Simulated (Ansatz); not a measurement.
Start from `NC([SiH3])N[SiH3]` and change one atom or group to get `OC([SiH3])N[SiH3]`.

Ansatz, PBE0-D4/def2-TZVP geometries, multiplicity 1. Each molecule was computed in one conformer, which needn't be the lowest.

| property | `NC([SiH3])N[SiH3]` |
| --- | --- |
| size of the dipole moment (PBE/def2-TZVPP) / D | 1.19 |
| LUMO energy (B3LYP/def2-TZVPP) / eV | -0.07 |
| LUMO energy (ωB97M-V/def2-TZVPP) / eV | 1.74 |
| LUMO energy (PBE0/def2-TZVPP) / eV | 0.14 |
| LUMO energy (PBE/def2-TZVPP) / eV | -0.70 |
| HOMO energy (ωB97M-V/def2-TZVPP) / eV | -8.86 |

Question: What does the change do to each property? (An estimate is asked.)

Answer: Computed: 
| property | `OC([SiH3])N[SiH3]` | shift |
| --- | --- | --- |
| size of the dipole moment (PBE/def2-TZVPP) / D | 1.08 | -0.11 |
| LUMO energy (B3LYP/def2-TZVPP) / eV | -0.13 | -0.06 |
| LUMO energy (ωB97M-V/def2-TZVPP) / eV | 1.69 | -0.05 |
| LUMO energy (PBE0/def2-TZVPP) / eV | 0.10 | -0.04 |
| LUMO energy (PBE/def2-TZVPP) / eV | -0.73 | -0.03 |
| HOMO energy (ωB97M-V/def2-TZVPP) / eV | -9.34 | -0.48 |

Dipoles are sizes alone; their direction can turn.

B3LYP here is the variant with VWN-RPA as its local correlation; programs differ in this.
